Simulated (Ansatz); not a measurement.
K₃I₂. Charge 0, multiplicity 2. Geometry B3LYP-D4/def2-SVP.

```xyz
5

K    -1.092    3.477   -1.575
K     2.086   -1.047    1.537
K    -1.671   -0.690   -0.698
I    -0.637   -2.835    1.629
I     1.314    1.096   -0.894
```

In the def2 sets I takes a core potential; there is no spin–orbit coupling. Another isomer (doublet) lies 0.14 eV lower at LDA (SPW92)/def2-TZVP; other spin states weren't run for this one.

Estimate the α-spin orbital energies around the gap (eV) in Ansatz with LDA (SPW92)/def2-TZVP, PBE-D4/def2-SVP, PBE-D4/def2-TZVP, B97M-V/def2-TZVP, PBE0-D4/def2-SVP.


```tsv
orbital	LDA (SPW92)/def2-TZVP	PBE-D4/def2-SVP	PBE-D4/def2-TZVP	B97M-V/def2-TZVP	PBE0-D4/def2-SVP
HOMO−13	-18.73	-18.94	-18.69	-19.64	-20.94
HOMO−12	-18.69	-18.90	-18.64	-19.64	-20.89
HOMO−11	-18.53	-18.72	-18.45	-19.46	-20.76
HOMO−10	-18.50	-18.68	-18.41	-19.41	-20.73
HOMO−9	-18.46	-18.64	-18.37	-19.38	-20.69
HOMO−8	-15.90	-15.58	-15.64	-16.03	-17.52
HOMO−7	-15.37	-14.98	-15.07	-15.46	-16.90
HOMO−6	-6.18	-5.98	-6.01	-6.23	-7.09
HOMO−5	-5.97	-5.74	-5.80	-6.02	-6.86
HOMO−4	-5.75	-5.52	-5.60	-5.81	-6.63
HOMO−3	-5.49	-5.24	-5.30	-5.52	-6.32
HOMO−2	-5.40	-5.13	-5.22	-5.43	-6.22
HOMO−1	-5.20	-4.91	-5.03	-5.23	-6.01
HOMO	-2.56	-2.45	-2.44	-2.28	-2.84
LUMO	-1.57	-1.52	-1.50	-1.58	-1.04
LUMO+1	-1.43	-1.39	-1.39	-1.35	-0.94
LUMO+2	-0.83	-0.67	-0.71	-0.82	-0.19
LUMO+3	-0.55	-0.45	-0.46	-0.61	0.02
LUMO+4	-0.25	-0.05	-0.11	-0.34	0.46
LUMO+5	-0.03	0.02	0.05	-0.09	0.48
β HOMO	-5.20	-4.91	-5.03	-5.23	-6.01
β LUMO	-2.04	-1.84	-1.80	-1.37	-1.27
```
